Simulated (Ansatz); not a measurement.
C2H6Cd, SMILES [CH3][Cd][CH3].

The structure is a stationary point at B3LYP-D3(BJ)/def2-SVP. The isomer is the one that the SMILES or the coordinates give; other isomers of the formula were not compared. The def2 effective core potentials stand for the cores of Cd; spin–orbit coupling is left out.

Two levels are set side by side: PBE/def2-SVPD (Ansatz, a first-principles code) and CAM-B3LYP/def2-SVPD (Ansatz). Energy differences of separate SCF runs at the same geometry; the states with an electron removed or added have multiplicity 2 and 2. Differences are taken from unrounded values.

```tsv
quantity	CAM-B3LYP
vertical ionisation energy (eV)	9.00
vertical singlet–triplet gap (eV)	5.19
```

What does PBE give, and how far is it from CAM-B3LYP? (An estimate is asked for; the answer gives what the named calculation found.)


```tsv
quantity	PBE	PBE minus CAM-B3LYP
vertical ionisation energy (eV)	8.78	-0.23
vertical singlet–triplet gap (eV)	4.87	-0.32
```
